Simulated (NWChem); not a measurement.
Species: C₂H₄ClNSi; SMILES C#C[Si@@H](N)Cl

```xyz
9

C      1.0330     2.5799    -0.2006
C      0.4407     1.5329     0.0478
Si    -0.4295    -0.0332     0.4324
N     -1.9517     0.0033    -0.3787
Cl     0.8556    -1.5920    -0.1412
H      1.5552     3.5027    -0.4189
H     -0.6689    -0.2071     1.8963
H     -2.6264    -0.7449    -0.1975
H     -1.9723     0.2781    -1.3646
```
Atoms are numbered in this order, from 1.

All runs: NWChem. Pople sets run with spherical d functions. Geometry: optimised at PBE-D3(BJ)/def2-SVP. Ions are spin-unrestricted doublets at the neutral geometry; other ion states weren't tried.

| level | vertical ionisation energy, ΔSCF (eV) | −ε(HOMO) (eV) | ΔSCF minus −ε(HOMO) (eV) |
|---|---|---|---|
| B3LYP/6-31+G* | 9.89 | 7.74 | 2.15 |
| CAM-B3LYP/6-31+G* | 10.27 | 9.39 | 0.88 |
| PBE0/6-31+G* | 9.97 | 8.01 | 1.96 |
